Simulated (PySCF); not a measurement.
Zn(OMe)(SH) (CH₄OSZn), SMILES [Zn]([SH])[O]C.

Coordinates come from a B3LYP-D3(BJ)/def2-SVP optimisation. The structure was generated by enumeration; whether it is a known compound was not checked. The values are those of a single conformer.

Two levels are set side by side: TDDFT-PBE/def2-SVPD (PySCF) and TDDFT-PBE0/def2-SVPD (PySCF). Vertical, same geometry. The lowest singlet is HOMO→LUMO 100 % with PBE and HOMO−1→LUMO 92 % with the other functional; states are paired by order. Differences are taken from unrounded values.

| quantity | TDDFT-PBE0 | TDDFT-PBE | TDDFT-PBE minus TDDFT-PBE0 |
|---|---|---|---|
| lowest singlet excitation (eV) | 4.93 | 4.15 | -0.78 |
| lowest triplet excitation (TDA) (eV) | 4.59 | 3.87 | -0.71 |
| first bright state (f over 0.05) (eV) | 5.52 | 5.34 | -0.19 |
| its oscillator strength | 0.06 | 0.07 | 0.02 |

Functionals without exact exchange tend to place singlet excitations lower, as here. Differences between two approximate levels are no errors against the true value.

Rough cost on one machine, each run with all the roots and properties that it gave: TDDFT-PBE0 against TDDFT-PBE about 4 times.
